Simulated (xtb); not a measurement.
xtb input:

```bash
xtb mol.xyz --gfnff --opt tight --chrg 0 --uhf 0
```
mol.xyz:
```
3

K     -0.00000000    -0.00000000    -0.74845923
O      0.00000000     0.00000000     1.47370794
H      0.00000000     0.00000000     2.43106183
```

Question: What final total energy does it print?

Answer: -0.32926 Eh (GFN-FF).
